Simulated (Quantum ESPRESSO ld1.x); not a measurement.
P V, 11 electrons, occupied as [Ne] 3s1 (the NIST ground configuration). Calculated with ld1.x of Quantum ESPRESSO 7.5: scalar-relativistic Kohn-Sham, LDA (Slater exchange, Perdew-Wang correlation), spin-polarised, spherical densities, point nucleus; open shells are filled with parallel spins first. Some entries of the table are withheld. Estimate them.

orbital  occ.  eigenvalue (hartree)  <r> (bohr)
1s up       1              -78.4489      0.1039
1s down     1              -78.4386      0.1039
2s up       1              -8.42895      0.5194
2s down     1              -8.41550      0.5186
2p up       3              -6.64927      0.4821
2p down     3              -6.63557      0.4809
3s up       1              -2.19217       1.590
3s down     0              -2.08708       1.599
3p up       0                   (1)       1.708
3p down     0                   (2)       1.731
4s up       0              -0.93632       3.328
4s down     0              -0.90938       3.410

Answer. 
(1) 3p up eigenvalue (hartree): -1.79490
(2) 3p down eigenvalue (hartree): -1.69419
